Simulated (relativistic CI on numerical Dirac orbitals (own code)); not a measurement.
**Pb LXIX: q coefficients and field-shift factors**

Method of calculation: Dirac-Coulomb-Breit CI, KLI orbitals optimised for each configuration, derivatives by finite differences, unscaled Slater integrals, QED left out (own radial code, finite nucleus).

CI space (outside the closed core [Ne]): 3s2 3p2, 3s2 3p 3d, 3s 3p3, 3s2 3d2, 3p4, 3s 3p2 3d, 3p2 3d2, 3s 3p 3d2. Levels of other configurations are missing.

With x = (α/α₀)² − 1 an excitation energy changes as ω = ω₀ + qx; K = 2q/ω₀ is the relative enhancement. Terms are leading LS components, so labels can repeat. The field-shift factor is F = δν/δ⟨r²⟩ for the transition from the lowest level.

Lowest level 3s2 3p2 3P_0.

```
          Level  ω₀ (cm⁻¹)   q (cm⁻¹)     K  F (GHz/fm²)
   3s2 3p2 3P_1    4650110  6.128e+06  2.64        -1450
   3s2 3p2 1D_2    4735360  6.121e+06  2.59        -1460
   3s 3p3 3P°_2    6326388  6.643e+06   2.1       -17200
   3s 3p3 3D°_1    6569624  6.557e+06     2       -13800
3s2 3p 3d 3F°_2    6695994  6.244e+06  1.86        -1530
3s2 3p 3d 3D°_1    7143428  6.428e+06   1.8        -5330
3s2 3p 3d 3P°_2    7933315  7.368e+06  1.86        -1650
3s2 3p 3d 3F°_3    7948688  7.379e+06  1.86        -1370
 3s 3p2 3d 3D_1    8401295  6.789e+06  1.62       -17500
 3s 3p2 3d 3D_2    8471418  6.803e+06  1.61       -17600
   3s2 3p2 3P_2    9454475  1.227e+07   2.6        -3090
 3s 3p2 3d 3D_3    9597043  7.906e+06  1.65       -17500
   3s2 3p2 1S_0    9643030  1.228e+07  2.55        -3070
 3s 3p2 3d 3F_2    9728753  7.935e+06  1.63       -17600
   3s 3p3 3D°_2   10882500  1.272e+07  2.34       -18400
   3s 3p3 3D°_3   11068108  1.274e+07   2.3       -18200
   3s 3p3 3P°_0   11159589  1.269e+07  2.27       -16400
   3s 3p3 1D°_2   11304274  1.263e+07  2.24       -13400
   3s 3p3 3P°_1   11318136   1.27e+07  2.24       -15600
   3s 3p3 3S°_1   11429278  1.278e+07  2.24       -18700
3s2 3p 3d 3F°_3   11708758  1.242e+07  2.12        -3380
3s2 3p 3d 3P°_1   11773766  1.254e+07  2.13        -6520
3s2 3p 3d 3P°_0   11777321  1.252e+07  2.13        -5470
```

At this charge energies of transitions that change n are usually good to better than 1 %, and those within a shell (Δn = 0) to a few per cent.
